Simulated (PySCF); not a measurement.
C₄H₆F₂, SMILES CCC=C(F)F. Atoms are numbered in the order given.

```xyz
12

C     -2.5423    -0.2807    -0.1746
C     -1.1690    -0.7997    -0.5889
C     -0.1256     0.2716    -0.6213
C      0.9565     0.2871     0.1457
F      1.2743    -0.6395     1.0234
F      1.8718     1.2287     0.1355
H     -2.5155     0.1409     0.8418
H     -2.8916     0.5132    -0.8535
H     -3.2918    -1.0865    -0.1897
H     -0.8485    -1.6030     0.0923
H     -1.2414    -1.2590    -1.5906
H     -0.2441     1.1228    -1.2964
```
Charge 0, spin multiplicity 1.

The structure is a stationary point at PBE0-D3(BJ)/def2-SVP. One conformer was computed; it need not be the lowest.

Computed with PySCF with PBE0-D3(BJ)/def2-SVP.

Harmonic, unscaled wavenumbers; measured fundamentals usually lie a few per cent lower.

Computed normal modes with their intensities:
```tsv
mode	ν (cm⁻¹)	IR (km/mol)	Raman (Å⁴/amu)	depolarisation	moving atoms (share of kinetic energy)
1	61	0.2	0.6	0.74	C 48 %, H 31 %, F 21 %
2	158	0.2	0.3	0.74	C 43 %, F 39 %, H 18 %
3	198	0.7	0.2	0.45	H 58 %, F 26 %, C 16 %
4	282	0.8	0.3	0.46	H 60 %, C 23 %, F 17 %
5	404	1.0	1.7	0.28	C 59 %, H 23 %, F 18 %
6	512	5.4	1.8	0.58	F 46 %, C 37 %, H 17 %
7	596	0.2	1.4	0.44	F 62 %, C 28 %, H 10 %
8	632	1.0	7.2	0.74	C 79 %, H 11 %, F 10 %
9	777	4.0	1.0	0.28	H 78 %, C 15 %
10	837	30.3	6.9	0.74	H 76 %, C 23 %
11	897	9.1	5.6	0.13	H 45 %, C 37 %, F 18 %
12	982	57.2	4.0	0.56	C 39 %, H 35 %, F 27 %
13	1058	22.1	5.7	0.31	H 61 %, C 33 %
14	1092	2.8	5.1	0.34	C 54 %, H 46 %
15	1164	7.1	2.5	0.73	C 54 %, H 43 %
16	1248	51.0	0.6	0.74	H 59 %, C 33 %
17	1295	36.9	11.6	0.67	H 81 %, C 17 %
18	1351	75.9	3.5	0.32	C 52 %, H 38 %, F 10 %
19	1394	24.8	2.2	0.55	H 71 %, C 27 %
20	1406	100.1	2.2	0.67	C 53 %, H 39 %
21	1459	3.1	23.6	0.75	H 93 %
22	1467	8.9	17.9	0.74	H 97 %
23	1479	4.2	4.1	0.71	H 90 %, C 9 %
24	1853	264.0	32.6	0.14	C 95 %
25	3055	25.0	96.2	0.02	H 97 %
26	3055	18.8	171.2	0.10	H 94 %
27	3121	2.3	104.8	0.70	H 91 %, C 9 %
28	3151	23.5	47.0	0.65	H 91 %, C 9 %
29	3156	19.9	74.6	0.70	H 90 %, C 10 %
30	3223	4.6	63.2	0.26	H 92 %, C 8 %
```
